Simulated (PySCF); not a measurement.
`C=C[C@@H]1C(C)=C[C@@H]1C`, C₈H₁₂

Geometry (Å), atoms numbered from 1 in this order:
```xyz
20

C     2.1158   -1.5614   -0.6804
C     1.1627   -0.8903   -0.0590
C     0.1548   -0.0404   -0.7446
C    -0.1070    1.3137   -0.1079
C     0.8236    2.4477    0.0991
C    -1.3880    1.0606    0.1485
C    -1.3599   -0.3270   -0.4410
C    -1.6846   -1.4780    0.4961
H     2.2142   -1.5442   -1.7540
H     2.8382   -2.1549   -0.1460
H     1.0931   -0.9191    1.0201
H     0.3690    0.0066   -1.8156
H     0.3213    3.2676    0.6073
H     1.6781    2.1263    0.6952
H     1.2052    2.8036   -0.8582
H    -2.1862    1.6207    0.6015
H    -1.9444   -0.4264   -1.3603
H    -1.2159   -1.3326    1.4659
H    -1.3343   -2.4190    0.0768
H    -2.7608   -1.5430    0.6448
```

Computed, not measured: TDDFT BHandHLYP/def2-SVPD circular dichroism and optical rotation, one conformer, gas phase (PySCF 2.14.0). Geometry: GFN2-xTB.

The molecule is flexible and this is one conformer; a measurement averages over conformers. States above about 7.8 eV (minus the energy of the highest occupied orbital) lie near or above the ionisation threshold and depend on the basis.

Problem. What are the CIP labels of the stereocentres?

Solution. C3 S, C7 S.

Problem. Which excitations and rotatory strengths does the calculation give?

Solution. Rotatory strengths R in 10⁻⁴⁰ esu² cm², velocity form and length form (origin at the centre of mass); f in length form.
| state | E (eV) | λ (nm) | f | R (velocity) | R (length) | main |
| --- | --- | --- | --- | --- | --- | --- |
| 1 | 6.80 | 182 | 0.248 | -85.2 | -85.4 | HOMO→LUMO 0.69, HOMO→LUMO+1 0.24 |
| 2 | 6.95 | 178 | 0.006 | -22.5 | -20.0 | HOMO→LUMO+1 0.60, HOMO→LUMO 0.21 |
| 3 | 7.16 | 173 | 0.105 | +65.5 | +63.4 | HOMO→LUMO+2 0.80 |
| 4 | 7.26 | 171 | 0.136 | -51.4 | -53.2 | HOMO−1→LUMO 0.65, HOMO−1→LUMO+1 0.14 |
| 5 | 7.35 | 169 | 0.043 | +33.0 | +31.7 | HOMO−1→LUMO+1 0.48, HOMO−1→LUMO+3 0.13 |
| 6 | 7.50 | 165 | 0.258 | +172.9 | +173.0 | HOMO−1→LUMO+2 0.69 |
| 7 | 7.71 | 161 | 0.077 | -13.0 | -12.6 | HOMO→LUMO+3 0.38, HOMO→LUMO+5 0.28 |
| 8 | 7.74 | 160 | 0.037 | +16.5 | +16.9 | HOMO→LUMO+4 0.35, HOMO→LUMO+5 0.29 |
| 9 | 7.89 | 157 | 0.014 | +7.2 | +8.1 | HOMO−1→LUMO+5 0.23, HOMO→LUMO+6 0.10 |
| 10 | 7.95 | 156 | 0.001 | +1.5 | +1.4 | HOMO→LUMO+5 0.18, HOMO→LUMO+3 0.16 |
| 11 | 8.03 | 154 | 0.033 | -50.0 | -51.3 | HOMO−1→LUMO+5 0.28, HOMO−2→LUMO 0.16 |
| 12 | 8.09 | 153 | 0.017 | -2.3 | -2.4 | HOMO−1→LUMO+5 0.20, HOMO−1→LUMO+3 0.18 |

Among the states computed, the strongest CD band (largest |R|) is state 6. The largest dissymmetry factor in size, g = 4R/(D+G), with D and G the electric and magnetic dipole strengths, is -0.028 for state 2 (velocity form, f = 0.008), among bands with |R| over 0.5. The mirror image has the same energies and oscillator strengths and all R with the opposite sign.
